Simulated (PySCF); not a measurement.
BO, SMILES [B]=O (connectivity only; charge and spin as stated), charge +1, multiplicity 1. Coordinates come from a r2SCAN-D4/def2-TZVPD optimisation. The spin state was assumed, not searched.

TDDFT-B3LYP/def2-TZVPD (PySCF 2.14.0) puts the lowest singlet excitations at 1.45, 1.45, 3.83, 8.07, 8.24, 8.24 eV.

### Question
What are the lowest excitation roots from ADC(3)/aug-cc-pVDZ (PySCF)? (The exact figures need the calculation; the answer reports its results.)

### Answer
2.03, 2.03, 5.34, 8.27, 8.27, 8.29 eV. S1 differs by 0.58 eV (second minus first; roots are paired by order, and the bases may differ).
